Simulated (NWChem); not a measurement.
System: CH₇NOSi; SMILES C[Si@H](N)O

Input file for NWChem:

```
start job
memory heap 200 mb stack 900 mb global 1100 mb
geometry units angstroms noautoz
  C     -0.340097     1.696955    -0.183963
  Si    -0.090395    -0.079067     0.349948
  N      1.487727    -0.542069    -0.185997
  O     -1.222906    -1.126505    -0.288783
  H     -0.172093     1.821984    -1.265714
  H      0.347703     2.374108     0.348024
  H     -1.367788     2.022424     0.039395
  H     -0.325039    -0.208998     1.818262
  H      1.912814    -1.409114     0.122863
  H      2.192954     0.164669    -0.358802
  H     -1.099403    -1.323228    -1.222552
end
basis spherical
  * library def2-svp
end
dft
  xc mn15
  grid fine
  iterations 150
  mulliken
end
task dft gradient
```

Parts of the log:

```
             Northwest Computational Chemistry Package (NWChem) 7.3.0
             --------------------------------------------------------

 C1  symmetry detected

                             Geometry "geometry" -> ""
                             -------------------------

 Output coordinates in angstroms (scale by  1.889725989 to convert to a.u.)

  No.       Tag          Charge          X              Y              Z
 ---- ---------------- ---------- -------------- -------------- --------------
    1 C                    6.0000    -0.48951507     1.65778493    -0.20850942
    2 Si                  14.0000    -0.04203797    -0.06738525     0.36176970
    3 N                    7.0000     1.55546205    -0.38478501    -0.22074899
    4 O                    8.0000    -1.08356423    -1.24210592    -0.20650773
    5 H                    1.0000    -0.37272174     1.76688473    -1.29869260
    6 H                    1.0000     0.14385062     2.41629615     0.27946991
    7 H                    1.0000    -1.53662062     1.88456767     0.04468462
    8 H                    1.0000    -0.21118014    -0.17658004     1.84074005
    9 H                    1.0000     2.07701694    -1.19502925     0.09444181
   10 H                    1.0000     2.17870093     0.38394872    -0.43825083
   11 H                    1.0000    -0.97314451    -1.45306163    -1.13880739

 Effective nuclear repulsion energy (a.u.)     181.5671090749

                                 NWChem DFT Module
                                 -----------------

 Summary of "ao basis" -> "ao basis" (spherical)
 ------------------------------------------------------------------------------
       Tag                 Description            Shells   Functions and Types
 ---------------- ------------------------------  ------  ---------------------
 C                          def2-svp                 6       14   3s2p1d
 Si                         def2-svp                 8       18   4s3p1d
 N                          def2-svp                 6       14   3s2p1d
 O                          def2-svp                 6       14   3s2p1d
 H                          def2-svp                 3        5   2s1p

            General Information
            -------------------
          SCF calculation type: DFT
          Wavefunction type:  closed shell.
          No. of atoms     :    11
          No. of electrons :    42
           Alpha electrons :    21
            Beta electrons :    21
          Charge           :     0
          Spin multiplicity:     1
          Use of symmetry is: off; symmetry adaption is: off
          Maximum number of iterations: 150
          AO basis - number of functions:    95
                     number of shells:    47
          Convergence on energy requested:  1.00D-06
          Convergence on density requested:  1.00D-05
          Convergence on gradient requested:  5.00D-04

              XC Information
              --------------
                         MN15 Method XC Functional
                     Hartree-Fock (Exact) Exchange  0.440
                          MN15 Exchange Functional  1.000
                        MN15 Correlation Potential  1.000

             Grid Information
             ----------------
          Grid used for XC integration:  fine
          Radial quadrature: Mura-Knowles
          Angular quadrature: Lebedev.
          Tag              B.-S. Rad. Rad. Pts. Rad. Cut. Ang. Pts.
          ---              ---------- --------- --------- ---------
          C                   0.70       70          11.0       590
          Si                  1.10      123           9.0       770
          N                   0.65       70          11.0       590
          O                   0.60       70          11.0       590
          H                   0.35       60          12.0       590
          Grid pruning is: on
          Number of quadrature shells:   753
          Spatial weights used:  Erf1

      Superposition of Atomic Density Guess
      -------------------------------------

 Sum of atomic energies:        -458.79364338

      Non-variational initial energy
      ------------------------------

 Total energy =    -460.709709
 1-e energy   =    -991.353328
 2-e energy   =     349.076510
 HOMO         =      -0.344006
 LUMO         =       0.067267

     ---------------------------------------------
      Total Density - Mulliken Population Analysis
     ---------------------------------------------

    Atom       Charge   Shell Charges
 -----------   ------   -------------------------------------------------------
    1 C    6     6.62   1.99  0.96  0.28  2.13  1.24  0.01
    2 Si  14    12.96   2.00  1.99  0.91  0.15  5.93  0.98  0.68  0.32
    3 N    7     7.78   1.99  1.03  0.45  2.60  1.70  0.01
    4 O    8     8.78   1.99  1.11  0.64  3.09  1.95  0.00
    5 H    1     0.87   0.65  0.19  0.03
    6 H    1     0.86   0.65  0.18  0.03
    7 H    1     0.86   0.65  0.19  0.03
    8 H    1     1.12   0.71  0.40  0.01
    9 H    1     0.75   0.59  0.12  0.04
   10 H    1     0.75   0.58  0.12  0.05
   11 H    1     0.66   0.52  0.07  0.06

   convergence    iter        energy       DeltaE   RMS-Dens  Diis-err
 ---------------- ----- ----------------- --------- --------- ---------
 d= 0,ls=0.0,diis     1   -461.2178948460 -6.43D+02  1.15D-02  9.45D-01
 d= 0,ls=0.0,diis     2   -461.2364804261 -1.86D-02  6.07D-03  6.43D-01
 d= 0,ls=0.0,diis     3   -461.2913404061 -5.49D-02  1.47D-03  6.82D-02
 d= 0,ls=0.0,diis     4   -461.2973472335 -6.01D-03  3.44D-04  2.20D-03
 d= 0,ls=0.0,diis     5   -461.2975675190 -2.20D-04  9.16D-05  2.06D-04
  Resetting Diis
 d= 0,ls=0.0,diis     6   -461.2975890279 -2.15D-05  2.44D-05  7.04D-06
 d= 0,ls=0.0,diis     7   -461.2975897731 -7.45D-07  1.50D-05  1.30D-06
 d= 0,ls=0.0,diis     8   -461.2975897481  2.50D-08  7.84D-06  1.56D-06

         Total DFT energy =     -461.297589748085
      One electron energy =     -995.976436942558
           Coulomb energy =      397.289068874892
    Exchange-Corr. energy =      -44.177330755362
 Nuclear repulsion energy =      181.567109074943

 Numeric. integr. density =       41.999999637787

                       DFT Final Molecular Orbital Analysis
                       ------------------------------------

 Vector   19  Occ=2.000000D+00  E=-3.670869D-01
              MO Center= -5.5D-01, -6.9D-01,  2.0D-01, r^2= 2.6D+00
   Bfn.  Coefficient  Atom+Function         Bfn.  Coefficient  Atom+Function
  ----- ------------  ---------------      ----- ------------  ---------------
    50      0.437637   4 O  px               53      0.310644   4 O  px
    76      0.229326   8 H  s                36     -0.179113   3 N  px
    51     -0.169717   4 O  py               77      0.155271   8 H  s
    24      0.140546   2 Si pz               35     -0.136456   3 N  s
    49     -0.125399   4 O  s                54     -0.120120   4 O  py

 Vector   20  Occ=2.000000D+00  E=-3.286369D-01
              MO Center= -3.3D-01,  5.4D-02, -1.1D-02, r^2= 3.3D+00
   Bfn.  Coefficient  Atom+Function         Bfn.  Coefficient  Atom+Function
  ----- ------------  ---------------      ----- ------------  ---------------
    51      0.337195   4 O  py                5      0.308711   1 C  py
    54      0.254467   4 O  py                3     -0.201002   1 C  s
     8      0.192408   1 C  py               38     -0.182551   3 N  pz
    52     -0.156026   4 O  pz               23     -0.155041   2 Si py
    41      0.155639   3 N  pz               76      0.146267   8 H  s

 Vector   21  Occ=2.000000D+00  E=-2.954018D-01
              MO Center=  1.0D+00, -3.2D-01,  3.9D-02, r^2= 2.3D+00
   Bfn.  Coefficient  Atom+Function         Bfn.  Coefficient  Atom+Function
  ----- ------------  ---------------      ----- ------------  ---------------
    38      0.480298   3 N  pz               41     -0.392528   3 N  pz
    77      0.215253   8 H  s                76      0.211305   8 H  s
    37      0.143526   3 N  py               50     -0.143433   4 O  px
    40     -0.126456   3 N  py               53     -0.105047   4 O  px
     5      0.103983   1 C  py                3     -0.099021   1 C  s

 Vector   22  Occ=0.000000D+00  E= 9.046300D-02
              MO Center=  7.4D-01, -5.2D-02, -4.1D-01, r^2= 6.5D+00
   Bfn.  Coefficient  Atom+Function         Bfn.  Coefficient  Atom+Function
  ----- ------------  ---------------      ----- ------------  ---------------
    35      1.037943   3 N  s                 3      1.022397   1 C  s
    87     -0.661761  10 H  s                18     -0.618340   2 Si s
    67     -0.593113   6 H  s                82     -0.496507   9 H  s
    49      0.476723   4 O  s                92     -0.435757  11 H  s
    72     -0.418558   7 H  s                62     -0.351681   5 H  s

[...]

                         DFT ENERGY GRADIENTS

    atom               coordinates                        gradient
                 x          y          z           x          y          z
   1 C      -0.925049   3.132759  -0.394026   -0.000771   0.003281  -0.001182
   2 Si     -0.079440  -0.127340   0.683646    0.001690   0.001049  -0.001499
   3 N       2.939397  -0.727138  -0.417155    0.006327  -0.000959  -0.002166
   4 O      -2.047639  -2.347240  -0.390243   -0.003636  -0.005230  -0.004649
   5 H      -0.704342   3.338928  -2.454173   -0.000120   0.000270  -0.000242
   6 H       0.271838   4.566138   0.528122    0.000081   0.000397   0.000033
   7 H      -2.903792   3.561317   0.084442   -0.000328   0.000205  -0.000058
   8 H      -0.399073  -0.333688   3.478494   -0.000798  -0.000796   0.005198
   9 H       3.924993  -2.258278   0.178469   -0.001362   0.002285  -0.000446
  10 H       4.117148   0.725558  -0.828174   -0.001525  -0.002215   0.001036
  11 H      -1.838976  -2.745888  -2.152034    0.000441   0.001712   0.003975
```

Level: MN15/def2-SVP. The geometry was optimised at PBE0/def2-SVP.
